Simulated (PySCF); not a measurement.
## From computed data to an observable: chemical shift, span and skew from a shielding tensor

B(H)(OMe)(SMe) (C₂H₇BOS), SMILES COBSC. Atoms are numbered in the order given.

```xyz
12

B     -0.8022     0.4005     0.0000
H     -1.9253     0.8495     0.0000
O      0.2902     1.1937     0.0000
C      0.2204     2.6056     0.0000
H     -0.8230     2.9627     0.0000
H      0.7332     2.9969    -0.8933
H      0.7332     2.9969     0.8933
S     -0.6324    -1.3925     0.0000
C      1.1869    -1.6157     0.0000
H      1.6320    -1.1607     0.8948
H      1.3828    -2.6960     0.0000
H      1.6320    -1.1607    -0.8948
```

Geometry: B3LYP-D3(BJ)/def2-SVP. The structure was generated by enumeration, and PubChem lists no compound with its InChIKey, so it may never have been made. Other conformers were not sampled.

GIAO shieldings from PySCF with PBE/pcSseg-1, non-relativistic, no solvent. The symmetric part of the tensor of C9 has the principal values 154.9, 160.0, 182.0 ppm. The same nucleus in TMS has σ = 182.0 ppm at this level (PySCF, at its B3LYP-D3(BJ)/def2-TZVP geometry).

Problem. Work out the isotropic shielding, the ¹³C shift against TMS, the span and the skew.

Solution. 
σ(iso) = (σ11 + σ22 + σ33)/3 = 165.6 ppm. δ = σ(ref) − σ(iso) = 182.0 − (165.6) = 16.4 ppm.
Span Ω = σ33 − σ11 = 27.1 ppm. Skew κ = 3(σ(iso) − σ22)/Ω = 0.62. Tumbling in solution averages the tensor to δ; in a static solid the shielding alone would spread this spin-1/2 line over Ω.
